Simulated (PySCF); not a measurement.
## Dipole response of Br²⁺ (bromine, charge +2)

[Ar] 3d10 4s2 4p3, high-spin 4S determinant. Calculation: PySCF 2.14, in def2-QZVPPD (12s8p5d4f1g, 98 functions); no relativity, point nucleus. Coupled (time-dependent) response in atomic units; α is the mean over directions.

| method | mean α (bohr³) | C₆ (like pair) | S(−4) |
| --- | --- | --- | --- |
| UHF | 8.632 | 42.04 | 18.47 |
| PBE | 8.429 | 40.99 | 16.36 |
| PBE0 | 8.424 | 40.93 | 16.47 |

S(−4) is the Cauchy moment in α(ω) = α(0) + S(−4) ω² + …

α(iu) at UHF:

```csv
u (hartree),α(iu) (bohr³)
0,8.632
0.0500,8.586
0.100,8.452
0.200,7.969
0.300,7.300
0.500,5.819
0.750,4.241
1.00,3.123
1.50,1.854
2.00,1.235
3.00,0.6914
5.00,0.3409
```

For an ion, C₆ is the dispersion term alone; charge-induced terms of lower order in 1/R come first.
